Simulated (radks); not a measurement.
The numbers below are computed, except where a source is named.
Q: Coherent X-ray form factor from a spherical all-electron density. Level of theory: scalar-relativistic Kohn-Sham, LDA (Slater exchange, VWN5 correlation), spin-polarised, spherical densities, finite nucleus; Fermi nuclear charge, rms radius of each element as measured or else 0.836 A^(1/3) + 0.57 fm (a radial shooting solver on a logarithmic mesh with Libxc functionals).

sin(theta)/lambda (1/angstrom)  f0 (electrons)
0.05                                    39.891
0.1                                     39.568
0.15                                    39.040
0.2                                     38.323
0.25                                    37.437
0.3                                     36.406
0.4                                     34.018
0.5                                     31.385
0.6                                     28.715
0.8                                     23.873
1                                       20.140
1.25                                    16.874
1.5                                     14.486
2                                       10.627

The species is in the configuration that NIST lists as its ground one. Which atom or ion scatters so?

A: The promethium ion Pm21+, [Kr] 4d4. Extrapolating in s^2 from the first two rows gives f0(0) = 40.0, near the electron count 40; among species with that count, the fall with angle is slower the higher Z, and the table is that of Z = 61; from so few rows the species is fixed only to a neighbour or two.
